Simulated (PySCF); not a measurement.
Correlation energy of Sn⁺ (tin, charge +1)

[Kr] 4d10 5s2 5p1, 2P determinant. All numbers are calculated (PySCF 2.14, a scalar-relativistic core potential, in cc-pVTZ-PP with ECP28MDF (5s4p3d1f, 39 functions)). Frozen: 4s2 4p6 4d10; 3 electrons correlated.

MP2 pair energies summed by pair of shells (mhartree):

| pair | energy | share (%) |
| --- | --- | --- |
| 5s-5s | -18.20 | 56.6 |
| 5s-5p | -13.96 | 43.4 |

Total MP2 correlation energy: -32.15 mhartree.

Same-spin part -2.21 and opposite-spin part -29.95 mhartree; SCS-MP2 scales them by 1/3 and 6/5 to -36.67 mhartree.

```json
{"level": "CCSD", "correlation energy (mhartree)": "-44.05"}
{"level": "(T)", "correlation energy (mhartree)": "-0.66"}
{"level": "CCSD(T)", "correlation energy (mhartree)": "-44.71"}
```

Diagnostics: T1 = 0.010, D1 = 0.0239, largest double amplitude 0.093.

Task: Is a single reference adequate?

Result: Mostly. T1 lies below 0.03, but a double amplitude of this size points to a near-degeneracy that CCSD handles and MP2 describes poorly.
